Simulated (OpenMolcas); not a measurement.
An atom or ion with 13 electrons was computed by SS-RASPT2, IPEA 0.25 Eh, imaginary shift 0.1 Eh with spin-orbit coupling (OpenMolcas, ANO-RCC-VQZP, DKH2). The lowest levels that the run gave, each within 12 % of the measured value where one is at hand:

| J | Parity | E (cm⁻¹) | g |
| --- | --- | --- | --- |
| 1/2 | odd | 0.0 | 0.666 |
| 3/2 | odd | 860 | 1.334 |
| 3/2 | even | 139820 | 0.800 |
| 5/2 | even | 139840 | 1.200 |
| 1/2 | even | 180610 | 2.002 |

Which ion is it, and what are the configurations and terms?

S³⁺ (Z = 16, charge +3; active space 1 electron in 9 orbitals (RAS2 3p; RAS3 3d 4s, at most 1 electron)). J, parity and g give the terms where levels are pure, and mixed ones are named by the computed weights; the size of the splittings, set against known spectra of the 13-electron sequence, gives the charge. In order, with the measured energies in cm⁻¹ (NIST levels in Podobedova, Kelleher and Wiese, J. Phys. Chem. Ref. Data 38, 171 (2009)): 3s² 3p ²P°_1/2, 3s² 3p ²P°_3/2 (951), 3s² 3d ²D_3/2 (152133), 3s² 3d ²D_5/2 (152147), 3s² 4s ²S_1/2 (181448).

CASPT2 does not keep the components of a term degenerate, so their means are used; among the terms shown or strongly mixed into the levels shown the widest spread is 11 cm-1 (3s² 3d ²D). Over all roots computed the reference weight is 0.92 to 0.97; the roots of lowest weight are the least certain, and an intruder state may touch them. ANO sets are built for valence states and can reach diffuse excited orbitals poorly, and with the s shell closed the s pⁿ⁺¹ terms that mix with these levels are absent. With one active electron, CASPT2 adds the correlation within the correlated inactive shells and between them and that electron, and leaves the splitting within a term as the reference gives it. Computed and measured levels are paired by configuration, term and J; levels that our copy of the source lacks, or whose pairing is in doubt (as where it misses far off the trend of its configuration), stay unpaired and out of the deviations. Only configurations of the active space appear.

° marks odd parity.
